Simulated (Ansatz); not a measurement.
Consider the formal exchange of groups at the Si–O bond: `BO[SiH](S)Cl` + `C/C=C(\F)OC` → `CO[SiH](S)Cl` + `BO/C(F)=C/C`.

Calculated with Ansatz (gas phase, PBE0-D4/def2-TZVP geometries, no zero-point term in ΔE). CBS: MP2 limit from def2 TZ/QZ plus the TZ coupled-cluster correction, frozen cores. Double bonds are as drawn, so ΔE can hold a change between cis and trans. One conformer a species, not always the lowest.

| species | HF/def2-TZVPP energy (Eh) |
| --- | --- |
| `BO[SiH](S)Cl` | -1248.09500 |
| `C/C=C(\F)OC` | -329.95013 |
| `CO[SiH](S)Cl` | -1261.81912 |
| `BO/C(F)=C/C` | -316.22016 |

Work out ΔE.

ΔE = (-1261.81912) + (-316.22016) − (-1248.09500) − (-329.95013) = 0.00585 Eh = +15.4 kJ/mol. CCSD(T)/CBS gives +11.1 kJ/mol.

Largest T1 diagnostic among the species: 0.013.
